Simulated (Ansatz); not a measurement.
# GeH4Se3: where a starting geometry ends

The starting geometry of this gas-phase singlet was optimised with GFN2-xTB; its bonds are those of `[SeH][GeH]([SeH])[SeH]`.

```yaml
atoms:
  - { symbol: Ge, position_ang: [-1.8486, -0.0686, -2.1448] }
  - { symbol: Se, position_ang: [-3.9978, 0.4492, -1.2366] }
  - { symbol: Se, position_ang: [-0.5725, -1.5177, -0.7548] }
  - { symbol: Se, position_ang: [-0.5848, 1.8682, -2.7081] }
  - { symbol: H, position_ang: [-3.4464, 1.1140, -0.0855] }
  - { symbol: H, position_ang: [-2.1977, -0.8223, -3.4526] }
  - { symbol: H, position_ang: [-1.7385, -2.2839, -0.3988] }
  - { symbol: H, position_ang: [-1.7546, 2.5536, -3.1955] }
```

Q: Predict what it relaxes into with PBE0-D4/def2-SVP.

A: It keeps its bonds, and is `[SeH][GeH]([SeH])[SeH]`.

The energy falls by 0.11 eV over 16 steps:

```tsv
step	E − E(last) (eV)
1	0.110
3	0.021
4	0.016
6	0.009
8	0.009
9	0.005
11	0.002
13	0.000
14	0.000
16	0.000
```

Final geometry (Å):

```xyz
8

Ge   -1.9613   -0.0390   -2.1734
Se   -4.0483    0.3002   -1.1368
Se   -0.5672   -1.4272   -0.8777
Se   -0.6561    1.9043   -2.4113
H    -3.4279    0.9397    0.0338
H    -2.3067   -0.6318   -3.5523
H    -1.7254   -2.1250   -0.2976
H    -1.4480    2.3713   -3.5612
```

The end wasn't checked by frequencies. Run with Ansatz 0.2.0, 45 s on 2 threads of AMD EPYC 9R45 96-Core Processor (Zen 5), with other jobs on the host.
